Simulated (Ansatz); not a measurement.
Reaction (ligand exchange at a Ge–S bond): `NC[S][GeH3]` + `[CH3][Al]([OH])[F]` → `[CH3][Al]([F])[O][GeH3]` + `NCS`

Isolated molecules relaxed with PBE0-D4/def2-TZVP in Ansatz; ΔE leaves out vibrations. CCSD(T)/CBS adds triple-zeta CCSD(T) − MP2 to the extrapolated MP2 energy (def2 sets, frozen cores). DFT in def2-TZVPP. B3LYP here is the variant with VWN-RPA as its local correlation; programs differ in this. For Ge outer-core shells are correlated without core-valence functions, which leaves a few kJ/mol of doubt a bond. Scalar relativity is left out up to krypton. Each species was taken in one conformer, which may not be the lowest.

`NC[S][GeH3]`:

Z-matrix (Å, degrees):
```
C
S 1 1.817
N 1 1.443 2 111.0
H 1 1.092 2 109.0 3 -119.6
H 1 1.098 2 104.6 3 125.2
Ge 2 2.225 1 97.4 3 48.7
H 3 1.013 1 111.3 2 -173.5
H 3 1.013 1 110.9 2 65.4
H 6 1.539 2 104.6 1 161.0
H 6 1.536 2 108.8 1 43.0
H 6 1.534 2 112.7 1 -80.4
```

`[CH3][Al]([OH])[F]`:

Cartesian coordinates in Å:
```
C -1.047 0.547 -0.477
Al 0.689 -0.061 0.107
O 0.838 -1.441 1.070
F 2.067 0.749 -0.318
H -1.675 0.803 0.381
H -1.569 -0.242 -1.026
H -0.976 1.425 -1.122
H 1.674 -1.781 1.385
```

`[CH3][Al]([F])[O][GeH3]`:

```xyz
11

C     2.129   -0.366   -1.168
Al    0.600   -0.673   -0.028
F     0.483   -2.099    0.802
O    -0.631    0.449    0.164
Ge   -2.166    0.825    0.949
H     2.077    0.606   -1.661
H     3.057   -0.410   -0.592
H     2.200   -1.139   -1.938
H    -3.240   -0.142    0.421
H    -2.510    2.276    0.580
H    -2.000    0.672    2.471
```

`NCS`:

Z-matrix (Å, degrees):
```
C
S 1 1.811
N 1 1.444 2 112.7
H 1 1.097 2 107.3 3 -128.3
H 1 1.092 2 104.7 3 117.9
H 2 1.342 1 96.7 3 83.9
H 3 1.012 1 111.0 2 -65.0
H 3 1.014 1 110.4 2 175.5
```

**Question.** Is it downhill or uphill in electronic energy at CCSD(T)/CBS, and by how much? (An estimate is asked.)

**Answer.** Computed: Uphill: ΔE = +21.6 kJ/mol.

**Question.** What do these levels give: PBE-D4, r2SCAN-D4, B3LYP-D4, ωB97X-V, ωB97M-V, r2SCAN, HF/def2-TZVPP, MP2/def2-TZVPP, HF/def2-QZVPP, MP2/def2-QZVPP, SCS-MP2/def2-QZVPP, HF/CBS(def2)? (Best estimate.)

**Answer.** Computed: PBE-D4 31.2, r2SCAN-D4 23.8, B3LYP-D4 20.1, ωB97X-V 18.0, ωB97M-V 22.1, r2SCAN 23.0, HF/def2-TZVPP -1.1, MP2/def2-TZVPP 22.0, HF/def2-QZVPP -4.0, MP2/def2-QZVPP 23.5, SCS-MP2/def2-QZVPP 15.1, HF/CBS(def2) -4.4 kJ/mol.

Largest T1 diagnostic among the species: 0.012.

The D4 term adds +6.3 kJ/mol with B3LYP and +3.2 kJ/mol with PBE0; it sums over pairs of atoms, weighted by their polarisabilities, and B3LYP, whose exchange is more repulsive, gets the larger term. In def2-TZVPP, CCSD(T) changes the Hartree–Fock value by +18.3 kJ/mol (the triples alone add +3.0 kJ/mol) and MP2 by +23.1 kJ/mol.
